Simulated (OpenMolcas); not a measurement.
An atom or ion with 15 electrons was computed by SS-CASPT2, IPEA 0.25 Eh, imaginary shift 0.1 Eh with spin-orbit coupling (OpenMolcas, ANO-RCC-VTZP, DKH2). The lowest levels that the run gave, each within 12 % of the measured value where one is at hand:

```csv
J,Parity,E (cm⁻¹),g
3/2,odd,0.0,2.002
3/2,odd,18980,0.802
5/2,odd,19040,1.200
1/2,odd,30450,0.666
3/2,odd,30500,1.332
5/2,even,102520,1.601
3/2,even,103130,1.735
1/2,even,103490,2.670
3/2,even,134200,0.800
5/2,even,134210,1.201
1/2,even,163180,2.000
3/2,even,176110,1.334
```

Task: Which ion is it, and what are the configurations and terms?

Result: Cl2+ (Z = 17, charge +2; active space 5 electrons in 4 orbitals (3s 3p)). J, parity and g give the terms where levels are pure, and mixed ones are named by the computed weights; the size of the splittings, set against known spectra of the 15-electron sequence, gives the charge. In order, with the measured energies in cm⁻¹ (Moore, Atomic Energy Levels, vol. I, NSRDS-NBS 35 (1971 reprint of NBS Circular 467, 1949)): 3s² 3p³ ⁴S°_3/2, 3s² 3p³ ²D°_3/2 (18053), 3s² 3p³ ²D°_5/2 (18120), 3s² 3p³ ²P°_1/2 (29812), 3s² 3p³ ²P°_3/2 (29907), 3s 3p⁴ ⁴P_5/2 (98520), 3s 3p⁴ ⁴P_3/2 (99130), 3s 3p⁴ ⁴P_1/2 (99475), 3s 3p⁴ ²D_3/2, 3s 3p⁴ ²D_5/2, 3s 3p⁴ ²S_1/2, 3s 3p⁴ ²P_3/2.

CASPT2 breaks the degeneracy within a term, and the mean is taken; among the terms shown or strongly mixed into the levels shown the widest spread is 740 cm-1 (3s 3p⁴ ²D). Over all roots computed the reference weight is 0.87 to 0.96; the roots of lowest weight are the least certain, and an intruder state may touch them. Terms from blocks run as CI alone lack orbitals of their own. Terms of s pⁿ other than that of highest spin mix with s² pⁿ⁻² d, which this space lacks; all of them can be thousands of cm-1 off, and some have no real level of that name. Computed and measured levels are paired by configuration, term and J; levels that our copy of the source lacks, or whose pairing is in doubt (as where it misses far off the trend of its configuration), stay unpaired and out of the deviations. Levels of configurations outside the active space are missing.

° marks odd parity.
